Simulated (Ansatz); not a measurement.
```yaml
crystal:
  periodic: [false, false, false]
  atoms:
    - {symbol: C, position_ang: [1.110155, 0.972298, 0.637867]}
    - {symbol: O, position_ang: [0.341270, -0.205842, 0.540204]}
    - {symbol: Ga, position_ang: [-0.884332, -0.489019, -0.699993]}
    - {symbol: S, position_ang: [-1.983162, -2.364703, -0.718729]}
    - {symbol: Cl, position_ang: [-1.251916, 1.031385, -2.151166]}
    - {symbol: H, position_ang: [0.961303, 1.421556, 1.624554]}
    - {symbol: H, position_ang: [2.170909, 0.726362, 0.527686]}
    - {symbol: H, position_ang: [0.851099, 1.718739, -0.121157]}
    - {symbol: H, position_ang: [-1.315326, -2.810786, 0.360734]}
basis:
  gaussian: {orbitals: "6-31G*"}
magnetization: {spin_polarized: true, initial_magnetization: 8}
hamiltonian: {xc: {name: r2SCAN50}}
scf: {lower_state_search: full}
output: {forces: true}
```

```sh
$ ansatz run in.yaml --threads 4 --pin off --events-out ev --progress --plain --max-ram 10444MiB
```

Output, abridged:

```
Functional definition: r2SCAN50
1041 factors; integrals over basis functions are off by at most 7.9e-4 eV
mean field evaluation 1: about -78839.3460 eV, gradient 3.0e1 eV
mean field evaluation 2: about -78839.4217 eV, gradient 3.0e1 eV
mean field evaluation 4: about -78846.8346 eV, gradient 9.0e0 eV
mean field evaluation 8: about -78848.4745 eV, gradient 5.8e-1 eV
mean field evaluation 16: about -78848.4941 eV, gradient 6.3e-2 eV
mean field evaluation 32: about -78848.4962 eV, gradient 1.3e-2 eV
mean field evaluation 128: about -78848.4820 eV, gradient 3.3e-1 eV
mean field evaluation 192: about -78848.4965 eV, gradient 2.4e-3 eV
mean field evaluation 224: about -78848.4965 eV, gradient 1.1e-5 eV
mean field -78848.49650068 eV, -2897.6288009697 hartree, gradient 9.6e-7 eV, S^2 20.016089; 11 other end points of the search recorded, 0 dependent functions left out
reference -78848.49651183 eV, -2897.6288013792 hartree; 45, 37 occupied and 66, 74 virtual orbitals, 1041 factors
Total energy: -78848.49651183 eV, -2897.6288013792 hartree
Atom 0 at     1.110155     0.972298     0.637867 Å, force     0.408027     1.291614    -0.259683 eV/Å
Atom 1 at     0.341270    -0.205842     0.540204 Å, force     4.894042     1.772752     4.472674 eV/Å
Atom 2 at    -0.884332    -0.489019    -0.699993 Å, force    -1.283884    -1.149516    -0.733427 eV/Å
Atom 3 at    -1.983162    -2.364703    -0.718729 Å, force    -5.496961    -2.516498    -4.719165 eV/Å
Atom 4 at    -1.251916     1.031385    -2.151166 Å, force    -0.761849     4.662078    -4.024530 eV/Å
Atom 5 at     0.961303     1.421556     1.624554 Å, force     0.017320    -0.460798    -0.056721 eV/Å
Atom 6 at     2.170909     0.726362     0.527686 Å, force    -0.292378    -0.312053     0.203709 eV/Å
Atom 7 at     0.851099     1.718739    -0.121157 Å, force    -0.074066    -0.358909     0.123961 eV/Å
Atom 8 at    -1.315326    -2.810786     0.360734 Å, force     2.589748    -2.928670     4.993183 eV/Å
Dipole moment:     0.243938     0.561647    -0.098675 e Å
```

**Question.** What is wrong with this run?

**Answer.** The spin is set far too high for this molecule. Self-consistency was reached. The result belongs to that input, not to the molecule as meant.
